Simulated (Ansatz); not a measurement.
`[OH][GaH][SiH2]F` + H₂ → `[OH][GaH2]` + `F[SiH3]`  (hydrogenolysis of a Ga–Si bond)

Computed with Ansatz on PBE0-D4/def2-TZVP structures; ΔE is electronic, products minus reactants. CBS: MP2 limit from def2 TZ/QZ plus the TZ coupled-cluster correction, frozen cores. This one scheme is used for every species. DFT in def2-TZVPP. B3LYP here is the variant with VWN-RPA as its local correlation; programs differ in this. For Ga outer-core shells are correlated without core-valence functions, which leaves a few kJ/mol of doubt a bond. Scalar relativity is left out up to krypton. One conformer a species, not always the lowest.

| level | ΔE (kJ/mol) | difference from CCSD(T)/CBS |
| --- | --- | --- |
| revPBE-D4 | 5.2 | 16.2 |
| B3LYP-D4 | -8.9 | 2.1 |
| PBE-QIDH | -15.1 | -4.1 |
| revPBE | -2.3 | 8.7 |
| BLYP | -11.3 | -0.3 |
| RPA@PBE/def2-TZVPP | -17.9 | -6.9 |
| MP2/def2-SVP | -25.8 | -14.8 |
| CCSD/def2-SVP | -29.1 | -18.1 |
| MP2/def2-TZVPP | -16.4 | -5.4 |
| CCSD(T)/def2-TZVPP | -15.8 | -4.8 |
| CCSD(T)/CBS | -11.0 | 0 |

(1) What do rigid-rotor, harmonic-oscillator terms from PBE0-D4/def2-TZVP frequencies (298.15 K, 1 bar) make of the CCSD(T)/CBS value? (Estimate.)

Largest T1 diagnostic among the species: 0.015.

## Answers

(1) Computed: ΔZPE = +9.1 kJ/mol, ΔH = -7.8 kJ/mol, ΔS = 19 J/(mol·K), ΔG = -13.4 kJ/mol.

At CCSD(T), def2-SVP lies −14.5 kJ/mol from the extrapolated value and def2-TZVPP −4.8 kJ/mol. From BLYP to BHLYP (50 % exact exchange), in def2-TZVPP and without D4, ΔE moves by −15.3 kJ/mol. In def2-TZVPP, CCSD(T) changes the Hartree–Fock value by +27.8 kJ/mol (the triples alone add +4.9 kJ/mol) and MP2 by +27.2 kJ/mol.
